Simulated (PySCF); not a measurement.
## Two-component Hartree-Fock for Os (osmium, neutral)

Start: [Xe] 4f14 5d7 6s1; 5d3/2 filled at m_j = +1/2, +3/2; 5d5/2 filled at m_j = -3/2, -1/2, +1/2, +3/2, +5/2; 6s1/2 filled at m_j = +1/2. Calculated with PySCF 2.14 in x2c-TZVPall-2c: generalised Hartree-Fock with the X2C-1e Hamiltonian and a Gaussian nucleus; spin-orbit coupling (SO) screened by Boettger's factors. This is a chosen level, not necessarily the ground level.

```csv
spinor shell,electrons,"ε, screened SO (eV)",weight of nominal j (screened SO),"rms radius, screened SO (bohr)"
1s1/2,2,-74251.6,1.000,0.0201
2s1/2,2,-13071.8,1.000,0.0809
2p1/2,2,-12492.8,1.000,0.0687
2p3/2,4,-10955.8,1.000,0.0764
3s1/2,2,-3103.8,1.000,0.207
3p1/2,2,-2845.5,1.000,0.198
3p3/2,4,-2504.9,1.000,0.214
3d3/2,4,-2077.3,1.000,0.188
3d5/2,6,-2003.9,1.000,0.193
4s1/2,2,-686.57,1.000,0.459
4p1/2,2,-577.02,1.000,0.466
4p3/2,4,-495.95,1.000,0.499
4d3/2,4,-315.89,1.000,0.519
4d5/2,6,-300.18,1.000,0.531
5s1/2,2,-104.96,1.000,1.09
5p1/2,2,-69.782,0.751,1.09
4f5/2,6,-69.608,0.918,0.676
4f7/2,8,-66.649,0.997,0.612
5p3/2,4,-55.384,0.992,1.30
5d3/2,2,-9.418,0.576,2.03
5d5/2,5,-9.682,0.458,2.16
6s1/2,1,-8.104,0.662,3.02
```

| quantity | screened SO |
| --- | --- |
| E (hartree) | -17263.72115 |
| M_J | 5 |
| ⟨J²⟩ | 30.019 |
| ⟨L²⟩ | 12.667 |
| ⟨S²⟩ | 5.901 |

Each row is a mean over spinors that exchange with the open shell spreads, by up to 6.406 eV (5p3/2).

Rows whose weight is well below 1 are mixtures of j = l ± 1/2: exchange outweighs spin-orbit coupling there, and the label is only the starting occupation.

Breit and QED terms are absent; they matter most for the inner s and p1/2 levels.

Densities and radii are taken from the X2C orbitals without a picture-change correction, which distorts them close to the nucleus.
